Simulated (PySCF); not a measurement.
# Two-dimensional NMR puzzle

Compound of formula C6H11B. Correlations simulated from computed shifts and couplings:

HSQC (one-bond C–H):
```
  δH     δC  1J(C,H) (Hz)
7.09  176.0           165
5.33  119.5           167
4.72  119.5           167
2.18   20.5           134
2.04   26.7           134
```

COSY cross peaks (|J| ≥ 2 Hz):
```
  δH    δH  abs. J (Hz)  bonds
7.09  2.18          8.3      3
5.33  4.72          3.1      2
5.33  2.04          2.1      4
```

HMBC (two and three bonds, |J| ≥ 2.5 Hz):
```
  δH                      δC [abs. J in Hz]
7.09   164.3 [3.7], 156.2 [9.9], 20.5 [6.5]
6.68  176.0 [8.0], 164.3 [4.5], 156.2 [3.6]
5.33                164.3 [9.5], 26.7 [7.3]
4.72               164.3 [5.4], 26.7 [11.6]
2.18               176.0 [6.9], 164.3 [5.4]
2.04  164.3 [4.0], 156.2 [6.0], 119.5 [6.7]
```

Carbons without hydrogens: δ 164.3, 156.2.

Level of theory: GIAO PBE0/pcSseg-1 shieldings, PBE0-D3(BJ)/def2-SVP geometry, spin–spin couplings from B3LYP/pcJ-1 (spin–dipole term only in couplings to heteroatoms), in PySCF 2.14 (no relativistic terms, gas phase, a single conformation, fast rotation and ring inversion assumed for equivalent nuclei).

Referencing at the same level of theory: TMS for 1H (σ = 31.27 ppm) and 13C (σ = 184.41 ppm).

Exchangeable hydrogens are left out of these lists, and C,H couplings along chains are those of one rotamer, so weak HMBC peaks may be missing or extra.

Q: Assemble the structure.

A: `B/C(=C/C)C(=C)C`.

Structure with atom numbers: `[BH2:1]/[C:2](=[CH:3]/[CH3:4])[C:5](=[CH2:6])[CH3:7]` (H(Xn): hydrogen on atom n). Ha(C6) is cis to C2; Hb(C6) is trans to C2.

- δC 176.0 is C3, an alkene CH (δH 7.09).
- δC 164.3 is C2, a fully substituted alkene carbon.
- δC 156.2 is C5, a fully substituted alkene carbon.
- δC 119.5 is C6, a terminal =CH2 carbon (δH 5.33, 4.72).
- δC 26.7 is C7, an allylic methyl carbon (δH 2.04).
- δC 20.5 is C4, an allylic methyl carbon (δH 2.18).
- HMBC from δH 7.09 reaches the proton-free carbons C2, C5.
- HMBC from δH 6.68 reaches the proton-free carbons C2, C5.
- HMBC from δH 5.33 reaches the proton-free carbon C2.
- HMBC from δH 4.72 reaches the proton-free carbon C2.
- COSY links 7.09–2.18, 5.33–4.72, 5.33–2.04.

The data come from this structure; uniqueness wasn't tested.

Hydrogens on boron are broadened and split by 11B (spin 3/2, 80 %) and 10B (spin 3). A carbon bonded to boron is broadened by the quadrupolar boron nucleus and is often missing from a measured spectrum. Unscaled 3J(H,H) at this level run about 10 % above measured values. Shifts are as computed. Against solution values, carbons near 30 ppm lie about +2 ppm off and those near 130 ppm about +5 ppm. Of 1309 compounds with measured shifts, 239 miss one by over three times the rms of a fit or turn the order of signals round; such compounds aren't used in these exercises.
